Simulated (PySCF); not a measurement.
HAlBr2, SMILES [Br][AlH][Br] at its B3LYP/def2-SVP optimised geometry (Å):

```
4

Al    -0.5771    -0.3093     0.0000
H     -1.3700    -1.6595     0.0035
Br    -1.6788     1.6595     0.0000
Br     1.6788    -0.3093     0.0000
```

Method: B3LYP/def2-TZVP (PySCF). Cells within 0.4 Å of a nucleus heavier than hydrogen are left out (blank, or x).

Map of the log10 of the electron density (e/bohr³), floored at −4 on the plane z = 0.0 Å:

```
|000001111111000000000000000|
|000112222222100000000000000|
|001223344433210000000000000|
|012334555544321000000000000|
|012345666655432100000000000|
|123456777765432110000000000|
|124567899876543211111100000|
|1345679xx976543222222211000|
|2345679xx976544333333322100|
|134567899876554444554432210|
|123566778776555556665543210|
|123456677766655667777654321|
|012345566677666677887764321|
|01223455669x976778xx8765421|
|0012334557xxx76789xx9765421|
|00112345669x976779xx8765421|
|000124566777766677887764321|
|000134567776655667777654321|
|000134568876554556665543210|
|000124567776544444554432110|
|000123456665433333433322100|
|000123345544332222222211000|
|000012233433221111111100000|
|000001122222110000000000000|
|000000011111000000000000000|
|000000000000000000000000000|
|000000000000000000000000000|
```
Scale: ten equal steps from -4.00 (start of '0') to 0.119 (end of '9'), in the order '0123456789'; x runs from -4.00 to 4.00, y from -4.00 (bottom) to 4.00 (top).
